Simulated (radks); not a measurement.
Ionisation ladder of erbium, from Er44+ to Er65+. Each ion is in the ground configuration listed by NIST, and IE = E(next ion) - E(this ion). Calculated with a radial shooting solver on a logarithmic mesh with Libxc functionals: scalar-relativistic Kohn-Sham, r2SCAN, spin-polarised, spherical densities, finite nucleus; open shells are filled with parallel spins first (spin-orbit coupling, left out, can overturn this in heavy ions); meta-GGA in the generalised Kohn-Sham scheme; Fermi nuclear charge, rms radius 5.2516 fm.

| species | configuration | IE, Delta-SCF (eV) | -e(HOMO) (eV) | HOMO |
|---|---|---|---|---|
| Er44+ | [Ar] 3d6 | 3626.9 | 3572.1 | 3d down |
| Er45+ | [Ar] 3d5 | ? | 3727.9 | 3d up |
| Er46+ | [Ar] 3d4 | 3904.0 | 3846.1 | 3d up |
| Er47+ | [Ar] 3d3 | 4023.4 | 3965.2 | 3d up |
| Er48+ | [Ar] 3d2 | 4143.4 | 4085.0 | 3d up |
| Er49+ | [Ar] 3d1 | ? | 4205.3 | 3d up |
| Er50+ | [Ar] | 4718.2 | 4667.7 | 3p |
| Er51+ | [Ne] 3s2 3p5 | ? | 4773.0 | 3p down |
| Er52+ | [Ne] 3s2 3p4 | 4925.7 | 4877.2 | 3p down |
| Er53+ | [Ne] 3s2 3p3 | 5073.9 | 5021.7 | 3p up |
| Er54+ | [Ne] 3s2 3p2 | 5181.5 | 5129.7 | 3p up |
| Er55+ | [Ne] 3s2 3p1 | 5286.7 | 5236.5 | 3p up |
| Er56+ | [Ne] 3s2 | 5704.3 | 5665.4 | 3s |
| Er57+ | [Ne] 3s1 | 5823.6 | 5784.3 | 3s up |
| Er58+ | [Ne] | ? | 13089.3 | 2p |
| Er59+ | [He] 2s2 2p5 | 13518.5 | 13379.9 | 2p down |
| Er60+ | [He] 2s2 2p4 | 13798.6 | 13665.2 | 2p down |
| Er61+ | [He] 2s2 2p3 | 14217.7 | 14071.3 | 2p up |
| Er62+ | [He] 2s2 2p2 | 14515.5 | 14371.2 | 2p up |
| Er63+ | [He] 2s2 2p1 | 14804.7 | 14665.6 | 2p up |
| Er64+ | [He] 2s2 | 15999.1 | 15902.6 | 2s |
| Er65+ | [He] 2s1 | 16299.0 | 16200.9 | 2s up |

Estimate the withheld Delta-SCF values.

Answer. Er45+: 3785.4 eV (NIST 3742); Er49+: 4263.9 eV (NIST 4294); Er51+: 4823.1 eV (NIST 4748); Er58+: 13229.9 eV (NIST 12918).
